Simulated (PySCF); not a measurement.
# Core-level binding energies of `NC(=O)[SiH2][SiH3]`

CH7NOSi2.
Numbering: `[NH2:1][C:2](=[O:3])[SiH2:4][SiH3:5]`

Method: delta-SCF UKS SCAN, pcX-2 on the ionised atom, pcseg-1 elsewhere, spin-free X2C in PySCF. These are vertical core ionisation energies against the vacuum level, from separate self-consistent calculations with and without the core hole.

**Question.** Give the core binding energies atom by atom.

**Answer.** 
| atom(s) | environment | level | binding energy (eV) | 2p1/2 (eV) | above the level's lowest (eV) | count |
| --- | --- | --- | --- | --- | --- | --- |
| Si4 | SiH2 silicon | Si 1s | 1846.25 | – | +0.01 | 1 |
| Si5 | SiH3 silicon | Si 1s | 1846.24 | – | 0.00 | 1 |
| O3 | carbonyl oxygen | O 1s | 536.96 | – | 0.00 | 1 |
| N1 | nitrogen bound to a carbonyl carbon | N 1s | 406.13 | – | 0.00 | 1 |
| C2 | carbonyl carbon | C 1s | 293.34 | – | 0.00 | 1 |
| Si4 | SiH2 silicon | Si 2p3/2 | 106.56 | 107.18 | +0.01 | 1 |
| Si5 | SiH3 silicon | Si 2p3/2 | 106.55 | 107.17 | 0.00 | 1 |

The 2 Si 1s values lie within 0.01 eV of each other; Gaussian lines of 0.5 eV full width would blend them into one maximum.

The 2 Si 2p3/2 values lie within 0.01 eV of each other.

**Question.** Which effective nuclear charge Zeff reproduces each element's mean 1s value in the hydrogen-like formula E = 13.606 eV × Zeff²?

**Answer.** C (Z = 6): mean 293.3 eV, Zeff = 4.64, Z − Zeff = 1.36; N (Z = 7): mean 406.1 eV, Zeff = 5.46, Z − Zeff = 1.54; O (Z = 8): mean 537.0 eV, Zeff = 6.28, Z − Zeff = 1.72; Si (Z = 14): mean 1846.2 eV, Zeff = 11.65, Z − Zeff = 2.35. Means run over the listed sites, weighted by atom count.

**Question.** Express the binding energy of Si 2p3/2 of Si5 in atomic units and per mole.

**Answer.** 106.55 eV = 3.9156 Eh = 10281 kJ/mol.

2p3/2 and 2p1/2 are the ΔSCF energy of one spin-free 2p hole plus the eigenvalues of a spin–orbit and ligand-field matrix of the shell. 2p1/2 minus 2p3/2 (ligand field included): Si 0.62 eV. One conformer (not necessarily the lowest) at the PBE0-D3(BJ)/def2-SVP geometry, without solvent, vibrations or thermal averaging.

Hardware: an x86-64 server with one thread, on a shared host. Cost: 30 s wall.

The values belong to the conformer `[NH2:1][C:2](=[O:3])[SiH2:4][SiH3:5]`: N1–C2–Si4–Si5 138°, H–N1–C2–O3 -179°, H–N1–C2–O3 -1°.
